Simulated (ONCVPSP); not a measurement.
Pseudopotential generation for Al (Z = 13): ONCV, PBE, scalar-relativistic.

| Property | Result |
| --- | --- |
| Element | Al (Z = 13) |
| Generator | ONCVPSP 4.0.1 |
| Type | optimised norm-conserving Vanderbilt (ONCV) |
| Functional | PBE |
| Relativity | scalar-relativistic |
| Frozen core | [Ne] |
| Valence charge | 3 |
| Reference configuration | 3s1 (charge +2) |
| Partial waves | 3s: rc 1.45 bohr, ncon 5, nbas 8, qcut 5.5 1/bohr, 2 projectors, debl 3 Ha; p scattering state at 0.05 Ha: rc 1.50 bohr, ncon 4, nbas 8, qcut 4.7 1/bohr, 2 projectors, debl 1.1 Ha |
| Local potential | polynomial inside 1.25 bohr (lpopt 5, dvloc0 0 Ha) |
| Core correction | Teter function, fcfact 5, rcfact 1.7 |

All-electron outer shells of the reference configuration (PBE, scalar-relativistic, ld1.x):

| shell | level (eV) | outermost node (bohr) | outermost maximum (bohr) |
| --- | --- | --- | --- |
| 2p | -90.26 | – | 0.43 |
| 3s | -23.75 | 0.79 | 1.91 |

Does this generation succeed?

No. ONCVPSP 4.0.1 stopped with "optimize: ERROR ps0norm > uunorm, code will stop": the continuity conditions at rc already need more norm inside rc than the all-electron wave has, so norm conservation cannot be met. It happened in the s channel.
